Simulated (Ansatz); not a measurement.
One change: `C[CH]([SiH3])[InH2]` becomes `BCC(C)[SiH3]`.

Ansatz, PBE0-D4/def2-TZVP geometries, multiplicity 1. Each molecule was computed in one conformer, which needn't be the lowest.

Elements past krypton have def2 core potentials.

```tsv
property	`C[CH]([SiH3])[InH2]`
size of the dipole moment (PBE/def2-TZVPP) / D	1.10
HOMO–LUMO gap (PBE/def2-TZVPP) / eV	3.57
HOMO energy (B3LYP/def2-TZVPP) / eV	-6.95
HOMO energy (PBE0/def2-TZVPP) / eV	-7.14
size of the dipole moment (ωB97M-V/def2-TZVPP) / D	1.06
HOMO energy (PBE/def2-TZVPP) / eV	-6.07
```

What does the change do to each property? (An estimate is asked.)

Ansatz gave: 
```csv
property,`BCC(C)[SiH3]`,shift
size of the dipole moment (PBE/def2-TZVPP) / D,1.24,0.14
HOMO–LUMO gap (PBE/def2-TZVPP) / eV,4.63,1.06
HOMO energy (B3LYP/def2-TZVPP) / eV,-7.98,-1.03
HOMO energy (PBE0/def2-TZVPP) / eV,-8.17,-1.03
size of the dipole moment (ωB97M-V/def2-TZVPP) / D,1.15,0.09
HOMO energy (PBE/def2-TZVPP) / eV,-6.96,-0.89
```

With PBE0 the HOMO falls by 1.03 eV and the LUMO rises by 0.46 eV, so the gap widens by about 1.49 eV. PBE moves the HOMO by -0.89 eV and ωB97M-V by -1.13 eV. The zero-point energy changes by 97.2 kJ/mol with +9 modes. Dipoles are sizes alone; their direction can turn.

Positive LUMOs are unbound, so they and the gaps depend on the basis.

B3LYP here is the variant with VWN-RPA as its local correlation; programs differ in this.
